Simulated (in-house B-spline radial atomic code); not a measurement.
How numerical settings move a run on C³⁺, [He] 2s1. Computed with a B-spline radial code for spherical atoms: scalar-relativistic (X2C) RPBE, spin-polarised, spherical fractional occupations, Fermi nucleus of rms radius 2.4702 fm.

Command:
```bash
python run_scf.py task.json out
```
Settings of the sound reference run:
```
Z                6
electrons        3
configuration    [He] 2s1
hamiltonian      x2c
method           rpbe,pbe
spin_polarised   True
nucleus          fermi
rms_radius       2.4702
mass_number      12
atomic_mass      12
speed_of_light   137.036
knot_spacing     0.22
spline_order     8
gauss_points     12
box_radius       16.22
max_iterations   70
damping          0.5
damped_steps     3
diis_vectors     10
tolerance        1e-08
start            Thomas-Fermi
```

Time taken, with all properties: 0.28 s on 1 thread of Arm Neoverse N1 (shared host).

It converges in 8 iterations to -34.808748 hartree, with 2s up at -57.7665 eV. The other runs change the listed settings, some to values that make no sense; their results aren't properties of the atom or ion. Radii are in bohr (the nuclear one in fm), a minus after a letter asks for a j subshell, and «unchanged» means within 1e-8 hartree. The run stops when the residual is below 10 × tolerance × max(1, Z/10), or a noise floor if that is larger, and the energy moves by less than 1e-8 × √|E| hartree; so very loose and very tight tolerances often act alike.

```tsv
changed settings	outcome
electrons = 6, configuration = [He] 2s1 3s3, max_iterations = 50	stopped with error: shell 3s holds at most 1 electrons (per spin)
gauss_points = 6, box_radius = 1.62, first_knot = 0.167, max_iterations = 50, damped_steps = 1	converged in 6 iterations, energy +1.04e+00 hartree from the reference, 2s up level +3.1e+01 eV (the program warns: 2s up reaches the box edge; 1s up reaches the box edge)
tolerance = 1e-06	converged in 7 iterations, energy unchanged, 2s up level -2.2e-06 eV
hamiltonian = dirac, method = hf, spin_polarised = False, speed_of_light = 3.001088	stopped with error: Z/c is past the critical charge
damping = 0.2	converged in 7 iterations, energy unchanged, 2s up level -3.1e-07 eV
spline_order = 3, gauss_points = 3, max_iterations = 75, tolerance = 0.001	converged in 7 iterations, energy +5.80e-04 hartree from the reference, 2s up level +2.8e-03 eV
spline_order = 6	converged in 8 iterations, energy +1.05e-06 hartree from the reference, 2s up level +1.5e-04 eV
electrons = 4, configuration = [He] 2s1 3f1, max_iterations = 50	stopped with error: there is no 3f shell
spline_order = 10, gauss_points = 4, max_iterations = 50, tolerance = 0.01, start = bare nucleus	not converged after 50 iterations, last residual 3.8e+03, last energy +8.82e+05 hartree from the reference
spline_order = 3	converged in 8 iterations, energy +5.73e-04 hartree from the reference, 2s up level +2.8e-03 eV
damping = 0	converged in 7 iterations, energy unchanged
max_iterations = 50, damped_steps = 8, diis_vectors = 0, tolerance = 1e-06, start = bare nucleus	converged in 15 iterations, energy unchanged, 2s up level +7.5e-07 eV
```

Task: What happens with spline_order = 3, gauss_points = 3, box_radius = 4.87, max_iterations = 60?

Result: Converged in 8 iterations, energy +6.21e-04 hartree from the reference, 2s up level +5.7e-03 eV (the program warns: 2s up reaches the box edge).

Task: What happens with spline_order = 4?

Result: Converged in 8 iterations, energy +9.32e-06 hartree from the reference, 2s up level +2.8e-04 eV.

Task: What happens with spline_order = 7?

Result: Converged in 8 iterations, energy -2.23e-07 hartree from the reference, 2s up level +4.1e-05 eV.

Task: What happens with spline_order = 5?

Result: Converged in 8 iterations, energy -1.19e-07 hartree from the reference, 2s up level -7.2e-05 eV.
